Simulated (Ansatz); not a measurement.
C₂H₆ClO₂Sc, SMILES `C[O][Sc]([Cl])[O]C` at its PBE0-D4/def2-TZVP geometry, where that method's forces vanish. The species carries charge 0 and has multiplicity 1.

```csv
atom,x (Å),y (Å),z (Å)
C1,-1.0470,-2.5585,0.0634
O2,-0.1073,-1.5773,0.3458
Sc3,1.0455,-0.1661,0.6423
Cl4,3.0098,-0.4766,1.8632
O5,0.6165,1.4960,-0.0373
C6,0.1900,2.6944,-0.5916
H7,-1.3598,-3.0707,0.9803
H8,-0.6294,-3.3105,-0.6157
H9,-1.9375,-2.1284,-0.4098
H10,-0.8210,2.6010,-1.0053
H11,0.1790,3.4884,0.1636
H12,0.8613,3.0081,-1.3990
```

(1) For each bond, give half the difference of the two atoms' forces along it (eV/Å; positive pushes the atoms apart) under PBE-D4, r2SCAN-D4, B3LYP-D4, ωB97M-V in def2-TZVPP. (An estimate is asked.)

## Answers

(1) Computed: 
| bond | length (Å) | PBE-D4 | r2SCAN-D4 | B3LYP-D4 | ωB97M-V |
| --- | --- | --- | --- | --- | --- |
| C1–O2 | 1.388 | 0.18 | 0.18 | 0.21 | 0.30 |
| C1–H7 | 1.096 | 0.09 | -0.06 | -0.09 | -0.14 |
| C1–H8 | 1.096 | 0.09 | -0.06 | -0.09 | -0.14 |
| C1–H9 | 1.096 | 0.08 | -0.06 | -0.09 | -0.13 |
| O2–Sc3 | 1.846 | -0.01 | 0.02 | 0.01 | -0.05 |
| Sc3–Cl4 | 2.334 | -0.05 | -0.03 | 0.03 | 0.03 |
| Sc3–O5 | 1.846 | -0.01 | 0.02 | 0.01 | -0.05 |
| O5–C6 | 1.388 | 0.18 | 0.18 | 0.21 | 0.30 |
| C6–H10 | 1.096 | 0.08 | -0.06 | -0.09 | -0.13 |
| C6–H11 | 1.096 | 0.09 | -0.06 | -0.09 | -0.14 |
| C6–H12 | 1.096 | 0.09 | -0.06 | -0.09 | -0.14 |

B3LYP here is the variant with VWN-RPA as its local correlation; programs differ in this.
